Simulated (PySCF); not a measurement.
PySCF input for Se(OMe)(SeH) (CH₄OSe₂), SMILES CO[Se][SeH], PBE0-D3(BJ)/def2-SVP. Geometry: PBE0-D3(BJ)/def2-SVP. The structure was generated by enumeration, and PubChem lists no compound with its InChIKey, so it may never have been made. The values are those of a single conformer.

```python
import numpy as np
from pyscf import gto, scf, dft, df
from pyscf.hessian import thermo

mol = gto.M(
    atom='''
    Se    0.49603221   -0.18739734    0.83725970
    O     1.67147347   -0.71985507   -0.42442937
    C     1.27483360   -1.81349794   -1.21241283
    H     0.40750468   -1.56286749   -1.85082908
    H     2.12681177   -2.05451687   -1.86621628
    H     1.02335658   -2.70182370   -0.60558520
    Se   -1.15889683    0.87144950   -0.37945351
    H    -2.04106558   -0.29873683   -0.57286764
    ''',
    basis='def2-SVP',
    charge=0,
    spin=0,
    max_memory=1600,
    verbose=3,
)
mf = dft.RKS(mol, xc='pbe0').density_fit(auxbasis='def2-universal-jkfit')
mf.disp = 'd3bj'
mf.grids.level = 3
mf.conv_tol = 1e-11
mf.max_cycle = 100
mf.kernel()

# [left out here: the lines that compute and print the analytic Hessian (its translational invariance restored by hand, since the grid's response is missing), thermochemistry and intensities]
```

Program output:

```
converged SCF energy = -4917.4587811362

WARN: DFTD3 does not support analytical Hessian, using finite difference


WARN: Mole.unit (angstrom) is changed to Bohr

Mode                                 0                   1                   2
Irrep
Freq [cm^-1]                       88.1904            151.5255            231.8349
Reduced mass [au]                   3.5600              1.4044              2.5627
Force const [Dyne/A]                0.0163              0.0190              0.0812
Char temp [K]                     126.8864            218.0114            333.5589
Normal mode                   x     y     z       x     y     z       x     y     z
       0  Se                -0.01 -0.02 -0.03   -0.01 -0.01  0.02   -0.01 -0.01  0.01
       1   O                 0.01  0.02 -0.03   -0.05  0.07 -0.06   -0.07  0.12 -0.10
       2   C                 0.13 -0.11  0.09   -0.03  0.01  0.02   -0.03  0.00  0.05
       3   H                 0.09 -0.28  0.08   -0.33 -0.21  0.34    0.13 -0.03 -0.19
       4   H                 0.15 -0.06  0.09   -0.20  0.29 -0.31    0.08 -0.25  0.28
       5   H                 0.26 -0.08  0.18    0.45 -0.10  0.05   -0.27  0.16  0.18
       6  Se                -0.02  0.03  0.02    0.02 -0.01 -0.01    0.03 -0.02  0.00
       7   H                -0.02  0.04 -0.04    0.00  0.01 -0.01    0.08 -0.03 -0.13
Mode                                 3                   4                   5
Irrep
Freq [cm^-1]                      293.8632            309.4538            366.3544
Reduced mass [au]                  22.1488              1.9467              1.4621
Force const [Dyne/A]                1.1269              0.1098              0.1156
Char temp [K]                     422.8037            445.2351            527.1024
Normal mode                   x     y     z       x     y     z       x     y     z
       0  Se                -0.05  0.04 -0.04   -0.00 -0.01 -0.04   -0.01 -0.02 -0.03
       1   O                -0.01 -0.04  0.01    0.09  0.02  0.05    0.05  0.05  0.03
       2   C                 0.03 -0.01 -0.04   -0.08  0.05  0.09   -0.04  0.05  0.08
       3   H                 0.03 -0.02 -0.04   -0.15  0.11  0.21   -0.06  0.10  0.12
       4   H                 0.04  0.05 -0.04   -0.19 -0.02 -0.03   -0.09 -0.04  0.04
       5   H                 0.06 -0.06 -0.09   -0.07  0.07  0.13   -0.08  0.10  0.13
       6  Se                 0.05 -0.03  0.04    0.00 -0.00  0.02    0.01 -0.00 -0.00
       7   H                -0.03  0.02  0.07    0.27 -0.12 -0.50   -0.38  0.18  0.65
Mode                                 6                   7                   8
Irrep
Freq [cm^-1]                      603.9191            740.8286           1106.2312
Reduced mass [au]                   7.9082              1.0273              6.9196
Force const [Dyne/A]                1.6994              0.3322              4.9891
Char temp [K]                     868.9052           1065.8873           1591.6204
Normal mode                   x     y     z       x     y     z       x     y     z
       0  Se                 0.03 -0.01 -0.03    0.01  0.00  0.00    0.00 -0.00 -0.00
       1   O                -0.17  0.01  0.12    0.00 -0.00 -0.00    0.02  0.13  0.11
       2   C                 0.00  0.05  0.04    0.00 -0.00 -0.00   -0.03 -0.15 -0.12
       3   H                 0.04  0.01 -0.02    0.00  0.01  0.00   -0.07 -0.02  0.01
       4   H                 0.10  0.21  0.11    0.00 -0.00 -0.00   -0.07 -0.18 -0.15
       5   H                 0.05 -0.03 -0.05   -0.01 -0.00 -0.00   -0.09 -0.07 -0.04
       6  Se                 0.00 -0.00  0.00   -0.00 -0.01  0.00    0.00 -0.00  0.00
       7   H                 0.02 -0.01 -0.04   -0.66  0.54 -0.50    0.00 -0.00  0.00
Mode                                 9                  10                  11
Irrep
Freq [cm^-1]                     1170.1535           1184.1465           1443.7146
Reduced mass [au]                   1.3018              1.4069              1.1147
Force const [Dyne/A]                1.0502              1.1623              1.3689
Char temp [K]                    1683.5904           1703.7232           2077.1839
Normal mode                   x     y     z       x     y     z       x     y     z
       0  Se                -0.00  0.00  0.00    0.00  0.00  0.00    0.00 -0.00 -0.00
       1   O                -0.03  0.02 -0.04   -0.06 -0.04  0.01   -0.01  0.02  0.01
       2   C                 0.07 -0.06  0.08    0.11  0.05 -0.05   -0.01  0.08  0.05
       3   H                 0.14  0.57  0.24   -0.14  0.05  0.29    0.10 -0.17 -0.19
       4   H                -0.14  0.07 -0.25   -0.20 -0.49 -0.27   -0.26 -0.60 -0.05
       5   H                -0.30 -0.25 -0.34   -0.10  0.35  0.31    0.29 -0.35 -0.42
       6  Se                 0.00  0.00  0.00    0.00  0.00  0.00   -0.00 -0.00 -0.00
       7   H                 0.01 -0.01  0.00    0.01 -0.00 -0.01   -0.01  0.00 -0.00
Mode                                12                  13                  14
Irrep
Freq [cm^-1]                     1452.2641           1477.6698           2399.5126
Reduced mass [au]                   1.0565              1.0529              1.0210
Force const [Dyne/A]                1.3128              1.3546              3.4636
Char temp [K]                    2089.4847           2126.0379           3452.3644
Normal mode                   x     y     z       x     y     z       x     y     z
       0  Se                -0.00  0.00  0.00    0.00 -0.00 -0.00    0.00 -0.00  0.00
       1   O                -0.00 -0.00 -0.01    0.01  0.01 -0.00   -0.00 -0.00 -0.00
       2   C                -0.03 -0.00 -0.06    0.05  0.04 -0.00    0.00  0.00  0.00
       3   H                -0.22  0.41  0.42   -0.36 -0.49  0.32    0.00 -0.00  0.00
       4   H                 0.33 -0.26  0.51    0.15  0.02  0.17   -0.00  0.00 -0.00
       5   H                 0.32 -0.12 -0.07   -0.51 -0.09 -0.39   -0.00  0.00  0.00
       6  Se                 0.00 -0.00  0.00   -0.00  0.00 -0.00    0.01  0.01  0.00
       7   H                 0.00 -0.00 -0.00   -0.00 -0.00  0.00   -0.58 -0.80 -0.12
Mode                                15                  16                  17
Irrep
Freq [cm^-1]                     3011.1861           3096.7299           3147.5153
Reduced mass [au]                   1.0335              1.1068              1.1037
Force const [Dyne/A]                5.5213              6.2537              6.4421
Char temp [K]                    4332.4264           4455.5049           4528.5737
Normal mode                   x     y     z       x     y     z       x     y     z
       0  Se                -0.00  0.00  0.00   -0.00 -0.00  0.00   -0.00  0.00  0.00
       1   O                -0.00 -0.00 -0.00    0.00 -0.00  0.00   -0.00 -0.00 -0.00
       2   C                -0.03 -0.03 -0.02   -0.04  0.06 -0.06    0.08  0.00 -0.05
       3   H                 0.52 -0.16  0.39    0.52 -0.15  0.37   -0.15  0.05 -0.12
       4   H                -0.30  0.08  0.22    0.06 -0.01 -0.06   -0.68  0.19  0.52
       5   H                 0.13  0.49 -0.34   -0.16 -0.53  0.38   -0.05 -0.24  0.17
       6  Se                 0.00 -0.00  0.00    0.00 -0.00 -0.00   -0.00  0.00 -0.00
       7   H                 0.00  0.00 -0.00    0.00  0.00 -0.00    0.00  0.00  0.00
temperature 298.1500 [K]
pressure 101325.00 [Pa]
Rotational constants [GHz] 4.72528 1.57559 1.24161
Symmetry number 1
Zero-point energy (ZPE) 0.05075 [Eh]   133234.647 [J/mol]
                           tot       elec      trans        rot        vib
Entropy [J/mol/K]       345.609      0.000    174.184    116.917     54.508
Cv [J/mol/K]             80.542      0.000     12.472     12.472     55.599
Cp [J/mol/K]             88.857      0.000     20.786     12.472     55.599
Internal energy [J/mol]                      3718.434   3718.434 142225.561
Internal energy [Eh]   -4917.40178  -4917.45878
Enthalpy [J/mol]                             6197.391   3718.434 142225.561
Enthalpy [Eh]          -4917.40083
Gibbs free energy [J/mol]                  -45735.577 -31140.258 125973.923
Gibbs free energy [Eh] -4917.44008
static polarisability / bohr^3: [[ 68.296 -16.726   5.152]
 [-16.728  58.366   1.692]
 [  5.15    1.692  53.439]]
largest difference of analytic and finite-field dipole derivatives / e: 0.000362925898410027
mode   freq/cm-1   IR/(km/mol)   Raman/(A^4/amu)   depolarisation
   1       88.19         1.884             2.623            0.648
   2      151.53         0.782             1.152            0.601
   3      231.83         5.571             3.073            0.317
   4      293.86         6.672             5.683            0.347
   5      309.45         3.746             3.857            0.370
   6      366.35         6.123             8.737            0.675
   7      603.92        60.000            18.607            0.263
   8      740.83         6.157            26.304            0.533
   9     1106.23       111.669             4.258            0.403
  10     1170.15         2.244             3.705            0.744
  11     1184.15         9.421             2.044            0.403
  12     1443.71         4.742             8.128            0.662
  13     1452.26        12.761            17.258            0.748
  14     1477.67        15.115            12.760            0.750
  15     2399.51        19.588           169.940            0.281
  16     3011.19        51.094           134.192            0.028
  17     3096.73        30.849            47.856            0.610
  18     3147.52        11.375           165.747            0.506
max |gradient| / (hartree/bohr): 6.499118505614295e-05
APT charges: [ 0.4699 -0.7085  0.4154 -0.0182 -0.0069 -0.0304 -0.0786 -0.0426]
```

The run converged.
